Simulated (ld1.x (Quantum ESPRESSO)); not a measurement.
Ranking TM potentials for boron (B)

All share these settings but for the change named:

boron, norm-conserving Troullier–Martins (Kleinman–Bylander form), made with ld1.x (Quantum ESPRESSO) 7.5 (PBEsol, scalar-relativistic). Core [He], reference 2s2 2p1. Waves: 2p (bound): rc 1.95 bohr; 2s (bound): rc 1.55 bohr. Local part: the s channel. Core correction: Bessel-smoothed model core inside 0.70 bohr.

Test errors are all-electron minus pseudo excitation energies from the reference, over 2s2 2p0; 2s1 2p0; 2s2 2p0.5; 2s1 2p2; 2s1 2p1; 2s0 2p3; 2s2 2p1.3. None of these files shows a bound ghost.

The base gives 67.3 meV.

Of 7 variants that were run, those that failed, showed a ghost or another fault, or gave nearly equal values are left out.

A variant can come out equal or close to the base, since the largest error may sit in a test that the change hardly touches while other tests move.

Question: Rank these variants by their largest absolute test error, smallest first.
A. core correction Bessel-smoothed model core inside 1.22 bohr
B. core correction Bessel-smoothed model core inside 1.82 bohr
C. core correction Bessel-smoothed model core inside 1.08 bohr

Answer: A (60.9 meV), C (76.3 meV), B (93.6 meV).
